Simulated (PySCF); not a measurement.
Compound: C4H3BCl2S.
SMILES: `ClB(Cl)c1ccsc1`

Torsions of this conformer, `[Cl:1][B:2]([Cl:3])[c:4]1[cH:5][cH:6][s:7][cH:8]1`: Cl1–B2–C4–C5 -1°.

The closed-shell ground state was solved at several levels (PySCF, density fitting, gas phase, non-relativistic). Isolated species at its PBE0-D3(BJ)/def2-SVP geometry, gas phase.

| level | basis functions | HOMO (eV) | LUMO (eV) | gap (eV) | dipole (D) |
| --- | --- | --- | --- | --- | --- |
| wB97X-D/pcSseg-2 | 351 | -9.20 | -0.29 | 8.91 | 2.17 |
| CAM-B3LYP/def2-SVPD | 205 | -8.69 | -0.98 | 7.71 | 2.18 |

Question: Estimate the row for PBE0/pcSseg-1, a basis of 172 functions; the other rows only guide the guess.

Answer: HOMO -7.50 eV, LUMO -2.03 eV, gap 5.47 eV, dipole 2.34 D.

Question: Over all these levels, which gives the widest orbital gap and which the narrowest?

Answer: wB97X-D/pcSseg-2 (range-separated hybrid) has the widest, 8.91 eV, and PBE0/pcSseg-1 (global hybrid, 25 % exact exchange) the narrowest, 5.47 eV. Functional and basis both differ between the two, so the spread mixes both effects.

Question: How far do the dipole and the HOMO energy spread over the levels?

Answer: The dipole runs from 2.17 to 2.34 D (mean 2.23 D) and the HOMO from -9.20 to -7.50 eV.
